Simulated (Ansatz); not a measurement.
Reaction (isomerisation): `[SiH3][CH2][AlH][SiH3]` → `[CH3][Al]([SiH3])[SiH3]`

Computed with Ansatz on PBE0-D4/def2-TZVP structures; ΔE is electronic, products minus reactants. CCSD(T)/CBS is the MP2 limit (def2-TZVPP, def2-QZVPP) plus CCSD(T) − MP2 in def2-TZVPP, frozen cores. DFT in def2-TZVPP. B3LYP here is the variant with VWN-RPA as its local correlation; programs differ in this. One conformer a species, not always the lowest.

| level | ΔE (kJ/mol) | difference from CCSD(T)/CBS |
| --- | --- | --- |
| PBE0-D4 | -11.6 | -10.2 |
| B3LYP-D4 | -4.8 | -3.4 |
| B2PLYP | -2.3 | -0.9 |
| r2SCAN | -7.3 | -5.9 |
| PBE0 | -12.6 | -11.2 |
| B3LYP | -7.3 | -5.9 |
| HF/def2-TZVPP | 5.1 | 6.5 |
| MP2/def2-TZVPP | 5.3 | 6.7 |
| SCS-MP2/def2-TZVPP | 5.6 | 7.0 |
| SCS-MP2/def2-QZVPP | 6.4 | 7.8 |
| CCSD(T)/CBS | -1.4 | 0 |

Largest T1 diagnostic among the species: 0.013.

From PBE to PBE0 (25 % exact exchange), in def2-TZVPP and without D4, ΔE moves by +5.1 kJ/mol.
